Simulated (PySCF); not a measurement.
## C₆ coefficients of unlike pairs at BHandHLYP

Calculated with PySCF 2.14 from the dipole response of each species, C₆(A,B) = (3/π) ∫ α_A(iu) α_B(iu) du, in atomic units, from isotropic polarisabilities. For ions this is the dispersion term alone; charge-induced terms of lower order in 1/R come first.

```json
{"species": "P²⁺", "configuration": "[Ne] 3s2 3p1 (2P)", "basis": "aug-cc-pVTZ-DK (6s5p3d2f)", "relativity": "spin-free X2C", "α (bohr³)": "9.148", "C₆ (like pair)": "32.89"}
{"species": "C", "configuration": "[He] 2s2 2p2 (3P)", "basis": "aug-cc-pwCVDZ (5s4p2d)", "relativity": "none", "α (bohr³)": "11.43", "C₆ (like pair)": "45.08"}
{"species": "As²⁺", "configuration": "[Ar] 3d10 4s2 4p1 (2P)", "basis": "x2c-TZVPPall with one added diffuse shell each of s, p, d type (7s6p5d1f)", "relativity": "spin-free X2C", "α (bohr³)": "10.25", "C₆ (like pair)": "43.91"}
{"species": "Ca⁺", "configuration": "[Ar] 4s1 (2S)", "basis": "def2-TZVPPD (6s5p3d)", "relativity": "none", "α (bohr³)": "77.01", "C₆ (like pair)": "555.4"}
```

Task: Estimate C₆ for C with P²⁺.

Result: The integral gives 38.46. The combination rule 2 C_A C_B / (C_A α_B/α_A + C_B α_A/α_B) gives 38.42 and the geometric mean 38.51.

No spin-orbit coupling is included.

The other pairs:

| pair | C₆ |
| --- | --- |
| As²⁺, C | 44.35 |
| Ca⁺, As²⁺ | 127.7 |
| As²⁺, P²⁺ | 37.96 |
| Ca⁺, P²⁺ | 112.2 |
| Ca⁺, C | 134.8 |
